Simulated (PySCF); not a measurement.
Isomers of C8H15PS, one conformer each; single-point electronic energies without zero-point terms and without any empirical dispersion term.

Computed with PySCF at PBE0/pcSseg-1, non-relativistic, each on one gas-phase PBE0-D3(BJ)/def2-SVP geometry that isn't relaxed in the solvent. The solvent is an IEF-PCM continuum (Bondi radii, 1.10 Å for H, scaled by 1.2). Specific hydrogen bonds and non-electrostatic terms are outside this model.

| isomer | relative energy, gas (kcal/mol) | dipole (D) |
| --- | --- | --- |
| `CCC1=C(C)C[P@](C)(=S)C1` | 0.0 | 5.47 |
| `C=C[P@@](=S)(C(=C)C)C(C)C` | 31.4 | 4.18 |
| `C=C[P@](=S)(C(C)C)C1CC1` | 33.6 | 4.60 |

Q: How do the relative energies look in chloroform (ε = 4.711)?

A: 
| isomer | relative energy, solvent (kcal/mol) | E(solvent) − E(gas) (kcal/mol) | dipole in solvent (D) |
| --- | --- | --- | --- |
| `CCC1=C(C)C[P@](C)(=S)C1` | 0.0 | -6.6 | 6.97 |
| `C=C[P@@](=S)(C(=C)C)C(C)C` | 32.7 | -5.3 | 5.72 |
| `C=C[P@](=S)(C(C)C)C1CC1` | 34.2 | -6.0 | 6.19 |

The order is unchanged. Conformers: `[CH3:1][CH2:2][C:3]1=[C:4]([CH3:5])[CH2:6][P@:7]([CH3:8])(=[S:9])[CH2:10]1` with C1–C2–C3–C4 -102°, C3–C4–C6–P7 -17°, C4–C6–P7–C8 -82°, C6–P7–C10–C3 -23°, C2–C3–C10–P7 -162°; `[CH2:1]=[CH:2][P@@:3](=[S:4])([C:5](=[CH2:6])[CH3:7])[CH:8]([CH3:9])[CH3:10]` with C1–C2–P3–S4 0°, C2–P3–C5–C6 48°, C2–P3–C8–C9 65°; `[CH2:1]=[CH:2][P@:3](=[S:4])([CH:5]([CH3:6])[CH3:7])[CH:8]1[CH2:9][CH2:10]1` with C1–C2–P3–S4 -2°, C2–P3–C5–C6 -171°, C2–P3–C8–C9 37°. `CCC1=C(C)C[P@](C)(=S)C1` gains most from the continuum, and it has the largest gas-phase dipole. The gains span 1.3 kcal/mol, the gas-phase energies 33.6 kcal/mol.
